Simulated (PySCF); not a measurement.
Atomic charges against the basis set

C3H6F2Si.
Numbering: `[F:1][CH:2]([F:3])[C@H:4]1[CH2:5][SiH2:6]1` (hydrogens: H7 on C2; H8 on C4; H9, H10 on C5; H11, H12 on Si6)

Cartesian coordinates in Å at the PBE0-D3(BJ)/def2-SVP level; atoms count from 1:
```xyz
12
C3H6F2Si angstrom
F     -1.169   -0.648    1.483
C     -1.483   -0.259    0.218
F     -2.096   -1.298   -0.390
C     -0.245    0.131   -0.523
C      0.762    1.047    0.189
Si     1.416   -0.656   -0.184
H     -2.219    0.563    0.305
H     -0.460    0.384   -1.568
H      0.537    1.254    1.241
H      1.112    1.929   -0.356
H      1.571   -1.630    0.920
H      2.316   -0.843   -1.348
```

PBE0 throughout (PySCF), one geometry, spherical d and f functions. Geometry: PBE0-D3(BJ)/def2-SVP, one conformer, isolated molecule. The first 7 of 12 kinds of atom are listed.

Mulliken charges (e):

| basis | functions | F1 | C2 | F3 | C4 | C5 | Si6 | H7 |
| --- | --- | --- | --- | --- | --- | --- | --- | --- |
| STO-3G | 40 | -0.126 | +0.149 | -0.120 | -0.248 | -0.309 | +0.546 | +0.063 |
| 6-31G | 70 | -0.314 | +0.474 | -0.311 | -0.522 | -0.598 | +0.625 | +0.171 |
| pcSseg-0 | 70 | -0.364 | +0.591 | -0.362 | -0.881 | -0.840 | +0.835 | +0.232 |
| 6-31G* | 100 | -0.321 | +0.545 | -0.320 | -0.412 | -0.545 | +0.357 | +0.146 |
| cc-pVDZ | 118 | -0.209 | +0.448 | -0.204 | -0.283 | -0.140 | +0.207 | +0.029 |
| def2-SVP | 118 | -0.239 | +0.526 | -0.229 | -0.392 | -0.223 | +0.337 | +0.026 |
| aug-cc-pVDZ | 196 | -0.483 | +1.260 | -0.478 | +0.518 | +0.673 | -0.511 | -0.280 |
| 6-311+G(2d,p) | 206 | -0.267 | +0.130 | -0.251 | -0.052 | -0.494 | +0.446 | +0.144 |
| def2-TZVP | 228 | -0.203 | +0.264 | -0.190 | -0.197 | -0.356 | +0.176 | +0.073 |
| cc-pVTZ | 268 | -0.200 | +0.359 | -0.188 | -0.245 | -0.297 | +0.169 | +0.047 |
| IGLO-III | 279 | -0.242 | +0.263 | -0.228 | -0.203 | -0.509 | +0.706 | +0.087 |
| pcSseg-2 | 307 | -0.281 | +0.551 | -0.269 | -0.319 | -0.312 | +0.512 | +0.007 |

IAO charges (e):

```tsv
basis	functions	F1	C2	F3	C4	C5	Si6	H7
STO-3G	40	-0.153	+0.185	-0.145	-0.417	-0.503	+0.723	+0.102
6-31G	70	-0.295	+0.400	-0.284	-0.384	-0.512	+0.521	+0.148
pcSseg-0	70	-0.290	+0.405	-0.277	-0.412	-0.521	+0.547	+0.142
6-31G*	100	-0.306	+0.457	-0.296	-0.398	-0.520	+0.624	+0.128
cc-pVDZ	118	-0.306	+0.453	-0.296	-0.397	-0.522	+0.618	+0.131
def2-SVP	118	-0.307	+0.456	-0.298	-0.399	-0.518	+0.641	+0.128
aug-cc-pVDZ	196	-0.315	+0.457	-0.308	-0.400	-0.532	+0.622	+0.139
6-311+G(2d,p)	206	-0.316	+0.456	-0.309	-0.409	-0.542	+0.657	+0.140
def2-TZVP	228	-0.316	+0.464	-0.309	-0.413	-0.544	+0.664	+0.136
cc-pVTZ	268	-0.315	+0.463	-0.307	-0.409	-0.541	+0.648	+0.136
IGLO-III	279	-0.316	+0.459	-0.310	-0.413	-0.545	+0.665	+0.139
pcSseg-2	307	-0.316	+0.463	-0.310	-0.412	-0.544	+0.662	+0.137
```

Hirshfeld charges (e):

| basis | functions | F1 | C2 | F3 | C4 | C5 | Si6 | H7 |
| --- | --- | --- | --- | --- | --- | --- | --- | --- |
| STO-3G | 40 | -0.095 | +0.159 | -0.089 | -0.110 | -0.116 | +0.322 | -0.002 |
| 6-31G | 70 | -0.107 | +0.154 | -0.117 | -0.128 | -0.155 | +0.258 | +0.045 |
| pcSseg-0 | 70 | -0.104 | +0.147 | -0.112 | -0.128 | -0.157 | +0.294 | +0.041 |
| 6-31G* | 100 | -0.097 | +0.147 | -0.107 | -0.127 | -0.155 | +0.258 | +0.040 |
| cc-pVDZ | 118 | -0.087 | +0.136 | -0.100 | -0.135 | -0.162 | +0.286 | +0.038 |
| def2-SVP | 118 | -0.093 | +0.141 | -0.105 | -0.135 | -0.164 | +0.296 | +0.039 |
| aug-cc-pVDZ | 196 | -0.096 | +0.135 | -0.110 | -0.150 | -0.176 | +0.306 | +0.047 |
| 6-311+G(2d,p) | 206 | -0.100 | +0.136 | -0.113 | -0.149 | -0.171 | +0.309 | +0.047 |
| def2-TZVP | 228 | -0.097 | +0.135 | -0.110 | -0.145 | -0.171 | +0.303 | +0.045 |
| cc-pVTZ | 268 | -0.093 | +0.135 | -0.106 | -0.143 | -0.170 | +0.299 | +0.043 |
| IGLO-III | 279 | -0.099 | +0.134 | -0.112 | -0.146 | -0.173 | +0.306 | +0.046 |
| pcSseg-2 | 307 | -0.097 | +0.134 | -0.110 | -0.147 | -0.176 | +0.310 | +0.047 |

Question: Which scheme is steadiest as the basis changes?

Answer: Largest range over the bases for any column: Hirshfeld 0.06 e, IAO 0.28 e, Mulliken 1.51 e. Hirshfeld charges move least and Mulliken charges most, counted in e. Without the minimal STO-3G basis the ranges are Hirshfeld 0.05, IAO 0.14, Mulliken 1.51 e.

Question: How much do the charges still move between the two largest bases, IGLO-III and pcSseg-2?

Answer: At most, over all atoms: Mulliken 0.289 e, IAO 0.004 e, Hirshfeld 0.004 e.

Question: What do the same runs give for the total energy, the frontier levels and the dipole moment?

Answer: 
| basis | energy (Eh) | HOMO (eV) | LUMO (eV) | μ (D) |
| --- | --- | --- | --- | --- |
| STO-3G | -598.9819 | -4.63 | 5.66 | 1.29 |
| 6-31G | -606.4820 | -7.29 | 0.49 | 2.32 |
| pcSseg-0 | -605.5372 | -7.62 | 0.37 | 2.17 |
| 6-31G* | -606.5869 | -7.05 | 0.45 | 1.89 |
| cc-pVDZ | -606.6257 | -7.15 | 0.41 | 1.91 |
| def2-SVP | -606.2860 | -7.23 | 0.40 | 1.96 |
| aug-cc-pVDZ | -606.6527 | -7.25 | -0.27 | 2.14 |
| 6-311+G(2d,p) | -606.7239 | -7.28 | -0.26 | 2.18 |
| def2-TZVP | -606.7565 | -7.24 | -0.02 | 2.08 |
| cc-pVTZ | -606.7437 | -7.22 | 0.10 | 2.01 |
| IGLO-III | -606.7626 | -7.26 | 0.08 | 2.12 |
| pcSseg-2 | -606.7618 | -7.27 | -0.16 | 2.15 |

The dipole is fixed by the density alone, so its range of 1.03 D shows that the density itself changes with the basis, not only its division among atoms.
